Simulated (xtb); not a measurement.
C3H9B3O3, charge -1, doublet, geometry from GFN2-xTB (a state made from the parent by changing its charge; the spin is typed, not shown lowest); GFN1-xTB in xtb.

Here is a job for xtb.
```
$ xtb mol.xyz --gfn 1 --chrg -1 --uhf 1 --acc 0.1 --json

# file mol.xyz
18

C     -1.88263187    -2.25884204    -0.38435433
B     -0.90379848    -0.99872182    -0.09120778
O      0.47599836    -1.28150983    -0.06345170
B      1.33020729    -0.18054923     0.14340972
C      2.92066292    -0.49970419     0.12009244
O      0.88834620     1.03540238     0.38276883
B     -0.55303012     1.36862306     0.49315428
C     -0.95757719     2.71596764    -0.35332957
O     -1.39561160     0.19893558     0.14290532
H     -1.64898138    -2.72119801    -1.34237772
H     -2.92745075    -1.95594686    -0.40064314
H     -1.76618271    -3.02849623     0.37815295
H      3.21769911    -0.93884606    -0.83127412
H      3.18616817    -1.21476873     0.89825374
H      3.50985185     0.40162291     0.27540875
H     -2.00870109     2.97697420    -0.21890442
H     -0.36453224     3.57912747    -0.04623218
H     -0.79735130     2.58761777    -1.43139583
```

Write the output that xtb gives for this input, abridged.


```
   ID    Z sym.   atoms
    1    6 C      1, 5, 8
    2    5 B      2, 4, 7
    3    8 O      3, 6, 9
    4    1 H      10-18

           -------------------------------------------------
          |                Calculation Setup                |
           -------------------------------------------------

           -------------------------------------------------
          |                 G F N 1 - x T B                 |
           -------------------------------------------------

          ...................................................
          :                      SETUP                      :
          :.................................................:
          :  # basis functions                  54          :
          :  # atomic orbitals                  54          :
          :  # shells                           36          :
          :  # electrons                        49          :
          :  # halogen bonds                     0          :
          :  max. iterations                   250          :
          :  Hamiltonian                  GFN1-xTB          :
          :  restarted?                      false          :
          :  GBSA solvation                  false          :
          :  PC potential                    false          :
          :  electronic temp.          300.0000000     K    :
          :  accuracy                    0.1000000          :
          :  -> integral cutoff          0.3500000E+02      :
          :  -> integral neglect         0.1000000E-08      :
          :  -> SCF convergence          0.1000000E-06 Eh   :
          :  -> wf. convergence          0.2000000E-05 e    :
          :  Broyden damping             0.4000000          :
          :  net charge                         -1          :
          :  unpaired electrons                  1          :
          ...................................................

 iter      E             dE          RMSdq      gap      omega  full diag
   1    -30.0679645 -0.300680E+02  0.928E+00    1.70       0.0  T
   2    -30.2473882 -0.179424E+00  0.533E+00    1.35       1.0  T
   3    -30.2460339  0.135422E-02  0.142E+00    1.01       1.0  T
   4    -30.2488387 -0.280476E-02  0.608E-01    1.53       1.0  T
   5    -30.2543461 -0.550740E-02  0.208E-01    1.33       1.0  T
   6    -30.2550139 -0.667811E-03  0.188E-02    1.24       1.3  T
   7    -30.2550157 -0.177170E-05  0.983E-03    1.23       2.4  T
   8    -30.2550174 -0.165688E-05  0.105E-03    1.23      22.4  T
   9    -30.2550174 -0.133564E-07  0.403E-04    1.23      58.5  T
  10    -30.2550174 -0.338117E-08  0.497E-05    1.23     474.2  T
  11    -30.2550174  0.193978E-10  0.574E-05    1.23     410.8  T
  12    -30.2550174 -0.518163E-10  0.174E-05    1.23    1353.2  T
  13    -30.2550174 -0.506617E-11  0.186E-06    1.23   12640.6  T

   *** convergence criteria satisfied after 13 iterations ***

         :::::::::::::::::::::::::::::::::::::::::::::::::::::
         ::                     SUMMARY                     ::
         :::::::::::::::::::::::::::::::::::::::::::::::::::::
         :: total energy             -29.980466388651 Eh    ::
         :: gradient norm              0.047609341161 Eh/a0 ::
         :: HOMO-LUMO gap              1.232625480419 eV    ::
         ::.................................................::
         :: SCC energy               -30.255017369681 Eh    ::
         :: -> electrostatic           0.218966490520 Eh    ::
         :: repulsion energy           0.280854375947 Eh    ::
         :: dispersion energy         -0.006303394918 Eh    ::
         :: halogen bond corr.         0.000000000000 Eh    ::
         :: add. restraining           0.000000000000 Eh    ::
         :: total charge              -1.000000000000 e     ::
         :::::::::::::::::::::::::::::::::::::::::::::::::::::

           -------------------------------------------------
          |                Property Printout                |
           -------------------------------------------------

    * Orbital Energies and Occupations

         #    Occupation            Energy/Eh            Energy/eV
      -------------------------------------------------------------
         1        2.0000           -0.5779989             -15.7282
       ...           ...                  ...                  ...
        13        2.0000           -0.3521183              -9.5816
        14        2.0000           -0.3486311              -9.4867
        15        2.0000           -0.3469942              -9.4422
        16        2.0000           -0.3288382              -8.9481
        17        2.0000           -0.3255052              -8.8574
        18        2.0000           -0.3209408              -8.7332
        19        2.0000           -0.3150995              -8.5743
        20        2.0000           -0.3144394              -8.5563
        21        2.0000           -0.3123265              -8.4988
        22        2.0000           -0.3016850              -8.2093
        23        2.0000           -0.2603351              -7.0841
        24        2.0000           -0.2521536              -6.8614
        25        1.0000           -0.0515565              -1.4029 (HOMO)
        26                         -0.0062583              -0.1703 (LUMO)
        27                          0.0264200               0.7189
        28                          0.0286942               0.7808
        29                          0.0483877               1.3167
        30                          0.0726703               1.9775
        31                          0.0951956               2.5904
        32                          0.0956040               2.6015
        33                          0.0973451               2.6489
        34                          0.0986407               2.6841
        35                          0.1225809               3.3356
        36                          0.1269459               3.4544
       ...                                ...                  ...
        54                          0.9318148              25.3560
      -------------------------------------------------------------
                  HL-Gap            0.0452982 Eh            1.2326 eV
             Fermi-level           -0.0903812 Eh           -2.4594 eV

  Mulliken/CM5 charges         n(s)   n(p)   n(d)
     1C    -0.20680 -0.29367   1.028  3.179  0.000
     2B     0.52100  0.38219   0.819  1.660  0.000
     3O    -0.56838 -0.52244   1.684  4.885  0.000
     4B     0.52100  0.38219   0.819  1.660  0.000
     5C    -0.20680 -0.29367   1.028  3.179  0.000
     6O    -0.53031 -0.48143   1.675  4.855  0.000
     7B     0.24818  0.13027   0.937  1.814  0.000
     8C    -0.17980 -0.26763   1.032  3.147  0.000
     9O    -0.53031 -0.48143   1.675  4.855  0.000
    10H     0.00194  0.05916   0.998  0.000  0.000
    11H     0.00090  0.05874   0.999  0.000  0.000
    12H     0.00182  0.05899   0.998  0.000  0.000
    13H     0.00194  0.05916   0.998  0.000  0.000
    14H     0.00182  0.05899   0.998  0.000  0.000
    15H     0.00090  0.05874   0.999  0.000  0.000
    16H    -0.03336  0.02287   1.033  0.000  0.000
    17H    -0.03336  0.02287   1.033  0.000  0.000
    18H    -0.01037  0.04610   1.010  0.000  0.000

Wiberg/Mayer (AO) data.
largest (>0.10) Wiberg bond orders for each atom

 ---------------------------------------------------------------------------
     #   Z sym  total        # sym  WBO       # sym  WBO       # sym  WBO
 ---------------------------------------------------------------------------
     1   6 C    3.946 --    11 H    0.990    10 H    0.983    12 H    0.982
                             2 B    0.931
     2   5 B    3.321 --     9 O    1.277     3 O    0.981     1 C    0.931
     3   8 O    2.146 --     2 B    0.981     4 B    0.981
     4   5 B    3.321 --     6 O    1.277     3 O    0.981     5 C    0.931
     5   6 C    3.946 --    15 H    0.990    13 H    0.983    14 H    0.982
                             4 B    0.931
     6   8 O    2.214 --     4 B    1.277     7 B    0.811
     7   5 B    2.804 --     8 C    0.936     6 O    0.811     9 O    0.811
     8   6 C    3.935 --    16 H    0.990    17 H    0.990    18 H    0.974
                             7 B    0.936
     9   8 O    2.214 --     2 B    1.277     7 B    0.811
    10   1 H    1.011 --     1 C    0.983
    11   1 H    1.011 --     1 C    0.990
    12   1 H    1.008 --     1 C    0.982
    13   1 H    1.011 --     5 C    0.983
    14   1 H    1.008 --     5 C    0.982
    15   1 H    1.011 --     5 C    0.990
    16   1 H    1.038 --     8 C    0.990
    17   1 H    1.038 --     8 C    0.990
    18   1 H    1.009 --     8 C    0.974
 ---------------------------------------------------------------------------

Topologies differ in total number of bonds
Writing topology from bond orders to xtbtopo.mol

 dipole moment from electron density (au)
     X       Y       Z
   0.3964  -0.9888  -0.3259  total (Debye):    2.832

           -------------------------------------------------
          | TOTAL ENERGY              -29.980466388651 Eh   |
          | GRADIENT NORM               0.047609341161 Eh/α |
          | HOMO-LUMO GAP               1.232625480419 eV   |
           -------------------------------------------------

normal termination of xtb
```
